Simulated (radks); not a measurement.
Q: Radial electron density D(r) = 4 pi r^2 rho(r) of an atom or ion with 34 electrons. Calculated with a radial shooting solver on a logarithmic mesh with Libxc functionals: non-relativistic Kohn-Sham, LB94 model potential, spin-polarised, spherical densities, point nucleus.

```
   r/bohr * D(r) (the largest magnitude, 88.3, reaches the edge; | marks zero)
 0.002501 |   *
 0.003205 |     *
 0.004107 |        *
 0.005221 |             *
  0.00669 |                  *
 0.008573 |                        *
  0.01099 |                               *
  0.01408 |                                     *
  0.01804 |                                         *
  0.02312 |                                         *
  0.02963 |                                       *
  0.03796 |                                     *
  0.04865 |                                       *
  0.06234 |                                               *
  0.07989 |                                                      *
   0.1016 |                                                    *
   0.1301 |                                           *
   0.1668 |                                      *
   0.2137 |                                           *
   0.2739 |                                           *
   0.3509 |                             *
   0.4497 |              *
   0.5763 |         *
   0.7385 |      *
   0.9464 |  *
    1.213 *
    1.554 *
    1.991 *
```

What is the nuclear charge?

A: Z = 54. The innermost maximum, from 1s, lies near 1/Z = 0.0185 bohr (found: 0.0205), and its height grows with Z. The density is that of the xenon ion Xe20+ in [Ar] 3d10 4s2 4p4; the configuration itself is not fixed sharply by these data, and Z only to a few units. D(r) has 3 maxima, at r = 0.0205, 0.0859, 0.245 bohr, and minima at 0.0383, 0.163 bohr, inside which lie 2.00, 11.33 electrons.
